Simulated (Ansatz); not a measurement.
(ClBe-mu-H)2 (Be2H2Cl2). Charge 0, multiplicity 3. Geometry PBE-D4/def2-TZVP, that of the neutral singlet; atoms count from 1.

Cartesian coordinates in Å:
```
Be 0.700 -0.236 -0.661
Cl 1.988 -0.670 -1.877
H -0.774 -0.401 -0.677
Be -0.700 0.236 0.661
Cl -1.989 0.671 1.877
H 0.774 0.400 0.677
```

At PBE0-D4/def2-TZVP a singlet of charge 0 lies 4.63 eV below the triplet at the same geometry.

(1) Estimate the Mulliken populations from the PBE0/def2-TZVP orbitals of Ansatz.

(2) Where does the spin sit?

(3) And the Mayer bond orders between bonded heavy atoms (over 0.3)?

Answers

(1) 
```tsv
atom	charge (e)	spin (α − β)
Be1	-0.11	0.52
Cl2	-0.06	0.29
H3	0.17	0.19
Be4	-0.11	0.52
Cl5	-0.06	0.29
H6	0.17	0.19
```
Mulliken values and Mayer orders depend strongly on the basis.

(2) Summed by element: Be 1.04, Cl 0.58, H 0.39, of 2 unpaired in all. Largest on single atoms: Be4 0.52, Be1 0.52, Cl5 0.29.

(3) Be1–Cl2 1.21 (1.82 Å); Be1–Be4 0.89 (1.98 Å); Be4–Cl5 1.21 (1.82 Å).
